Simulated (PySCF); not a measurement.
Vertical excitations of a molecule C4H6Ge from TDDFT-ωB97X/def2-SVPD in PySCF, as energy in eV (oscillator strength): 5.23 (0.000), 5.63 (0.196), 6.22 (0.000), 7.03 (0.001), 7.29 (0.005), 7.36 (0.317), 7.82 (0.008), 8.09 (0.000), 8.18 (0.103), 8.25 (0.029). Lowest triplet (TDA): 3.47 eV. Geometry: B3LYP-D3(BJ)/def2-SVP. The values are those of a single conformer.

Task: Pick the molecule that these values belong to.
A) C#C[C](=C)[GeH3]
B) C#C/C=[CH]/[GeH3]
C) C1=[CH][GeH2][CH]=C1

Result: A, C#C[C](=C)[GeH3]
